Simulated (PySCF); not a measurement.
Ge(F)(SH) (FGeHS), SMILES [SH][Ge][F] (connectivity only; charge and spin as stated), neutral, multiplicity 1. Geometry: B3LYP-D3(BJ)/def2-TZVP. One conformer was computed; it need not be the lowest.

TDDFT-M06-2X/def2-SVPD run with PySCF puts the lowest singlet excitations at 3.92, 4.95, 6.35, 6.36, 6.65, 6.75 eV.

Problem. What are the lowest excitation roots from ADC(2)/aug-cc-pVDZ (PySCF)? (Estimate from the structure and the level; the computed values follow.)

Solution. 4.00, 4.68, 6.21, 6.48, 6.59, 6.64 eV. S1 differs by 0.08 eV (second minus first; roots are paired by order, and the bases may differ).
